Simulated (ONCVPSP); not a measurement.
## lead: one change to an ONCV potential, before and after

ONCVPSP 4.0.1 input, shortened (lines: element, Z, core and valence counts, functional; n l f; lmax; l rc ep ncon nbas qcut; lloc lpopt rc5 dvloc0; l nproj debl; icmod fcfact rcfact), PBEsol, scalar-relativistic:

```
  Pb 82.00   13    1  -116133      upf
    1    0    2.00
    2    0    2.00
    2    1    6.00
    3    0    2.00
    3    1    6.00
    3    2   10.00
    4    0    2.00
    4    1    6.00
    4    2   10.00
    4    3   14.00
    5    0    2.00
    5    1    6.00
    5    2   10.00
    6    0    2.00
    1
    0    2.05    0.00    5    9    3.00
    1    1.80    0.03    4    7    3.70
    4    5    1.15    4.00
    0    2    1.80
    1    1    3.40
    0    0.00    0.00
```

In the p channel the program set the typed energies aside and used 0.050 Ha.

All-electron outer shells of the reference configuration (PBEsol, scalar-relativistic, ld1.x):

```json
{"shell": "5d", "level (eV)": "-37.88", "outermost node (bohr)": "0.52", "outermost maximum (bohr)": "1.07"}
{"shell": "6s", "level (eV)": "-27.52", "outermost node (bohr)": "1.01", "outermost maximum (bohr)": "1.93"}
```

Change: core [Kr] 4d10 4f14, valence charge 22; reference 5s2 5p6 5d10 6s2 6p1; waves now 5s+6s: rc 1.55 bohr, ncon 3, nbas 8, qcut 8.5 1/bohr, 2 projectors; 5p+6p: rc 1.25 bohr, ncon 4, nbas 7, qcut 12.3 1/bohr, 2 projectors; 5d: rc 2.10 bohr, ncon 4, nbas 8, qcut 7.1 1/bohr, 2 projectors, debl 1.1 Ha; local potential polynomial inside 1.05 bohr (lpopt 5, dvloc0 0 Ha).

Cutoffs: the cutoffs (Ha) at which the residual kinetic energy of the hardest occupied pseudo-wave falls to 1 and 0.1 mHa per electron; they do not see the model core or the augmentation charge, which bear on the density cutoff. Errors are all-electron minus pseudo energies relative to the spin-unpolarised reference configuration.

Question: What does the change do?

Answer: The potential gets harder (19 Ha and 44 Ha → 50 Ha and 58 Ha); the bound ghost in p, s disappears; the number of tests with a reliable result goes from 3 to 4. The added semicore shells are compact, so their waves need more plane waves. Several settings change at once here, so the effects cannot be laid on one of them.

| quantity | base | changed |
| --- | --- | --- |
| cutoff, loose | 19 Ha | 50 Ha |
| cutoff, tight | 44 Ha | 58 Ha |
| bound ghosts | s, p | none |
| GHOST(+) flags under 300 eV | none | s at 103.7 eV |
| tests with a reliable result | 3 of 4 | 4 of 4 |

 A true bound ghost makes a file unfit for plane-wave use even where its test errors are small: the radial tests pick states by their node count and pass the ghost by.
